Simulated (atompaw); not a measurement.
# What one change does to a pseudopotential (Rh (Z = 45), PAW (atompaw))

* Element: Rh (Z = 45)
* Generator: atompaw 4.2.0.5
* Type: PAW
* Functional: PBE
* Relativity: scalar-relativistic
* Frozen core: [Ar] 3d10 4s2
* Valence charge: 15
* Reference configuration: 4p6 4d7 5s0 5p0 (charge +2)
* Partial waves: 5s (bound, empty): rc 2.50 bohr; 5s channel at -0.4 Ry: rc 2.50 bohr; 4p (bound): rc 1.20 bohr; 5p (bound, empty): rc 1.90 bohr; 4d (bound): rc 2.50 bohr; 4d channel at 0.45 Ry: rc 1.50 bohr
* Local potential: bessel scheme, radius 2.25 bohr
* Core correction: smooth core density matched at 2.40 bohr
* Augmentation charge: sinc compensation charge, radius 2.45 bohr; PAW radius 2.50 bohr; waves and projectors: custom polynom gramschmidtortho

Change: all radii scaled by about 0.74 (s 1.84, p 0.88, d 1.84 bohr); local potential bessel scheme, radius 1.66 bohr; augmentation sinc compensation charge, radius 1.80 bohr; PAW radius 1.84 bohr; waves and projectors: custom polynom gramschmidtortho; core correction smooth core density matched at 1.76 bohr.

Cutoffs: the cutoffs (Ry, on a coarse ladder) from which the occupation-weighted sum of valence levels, in a spherical-Bessel basis at the reference potential, stays within 10 and 1 mRy of its value at 400 Ry; they do not see the model core or the augmentation charge, which bear on the density cutoff.

Task: What does the change do?

Result: The potential gets harder (40 Ry and 70 Ry → 160 Ry and 230 Ry); a bound ghost appears in s, which as a rule spoils a file; the f channel binds one level more than in the base. A smaller radius makes the pseudo-wave follow the all-electron one further in, where it bends more sharply, so more plane waves are needed.

| quantity | base | changed |
| --- | --- | --- |
| cutoff, loose | 40 Ry | 160 Ry |
| cutoff, tight | 70 Ry | 230 Ry |
| loose cutoff by channel (10 mRy a level) | p 30 Ry, d 12 Ry | p 90 Ry, d 25 Ry |
| bound ghosts | none | s |
| lowest overlap eigenvalue by channel | s 0.30, p 0.31, d 0.71 | s 0.69, p 0.10, d 0.32 |

 A true bound ghost makes a file unfit for plane-wave use even where its test errors are small: the radial tests pick states by their node count and pass the ghost by. The cutoffs see the waves, projectors and local potential, not the compensation charge or the core.
